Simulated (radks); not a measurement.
Results of a calculation; reference values are marked as such.
Species: the germanium ion Ge11+. Configuration: [He] 2s2 2p5 3s2 3p6 3d4 (not the ground configuration).

Level of theory: non-relativistic Kohn-Sham, PBE, spin-polarised, spherical densities, point nucleus; open shells are filled with parallel spins first (a radial shooting solver on a logarithmic mesh with Libxc functionals).

Energy parts (eV):
part                       energy
total                  -53903.724
kinetic                 53879.251
electron-nucleus      -122239.078
Hartree                 16272.601
exchange-correlation    -1816.498

Orbitals (lengths in bohr, moments of r in powers of bohr; <r^-3> diverges for s and p1/2):
| orbital | occ. | eigenvalue (eV) | <r^-3> |
|---|---|---|---|
| 1s up | 1 | -11210.78 | - |
| 1s down | 1 | -11205.85 | - |
| 2s up | 1 | -1705.712 | - |
| 2s down | 1 | -1691.752 | - |
| 2p up | 3 | -1567.812 | 965.5 |
| 2p down | 2 | -1553.845 | 967.1 |
| 3s up | 1 | -449.9952 | - |
| 3s down | 1 | -441.4183 | - |
| 3p up | 3 | -401.5021 | 168.0 |
| 3p down | 3 | -392.5859 | 163.7 |
| 3d up | 4 | -318.5211 | 24.45 |
| 3d down | 0 | -308.2731 | 23.63 |

The highest occupied level is 3d up at -318.52 eV. The density falls to 0.001 e/bohr^3 at r = 1.63 bohr. The spin density at the nucleus is -2.607 e/bohr^3 (1s -6.211, 2s -0.626, 3s 4.231), a Fermi contact field of -137 T. Spin moment in Bohr magnetons: 5. Virial ratio -V/T = 2.00045. Summed over all electrons, <r^2> = 4.690 bohr^2, which gives a Langevin (diamagnetic) susceptibility term of -3.71 x 10^-6 cm^3/mol.
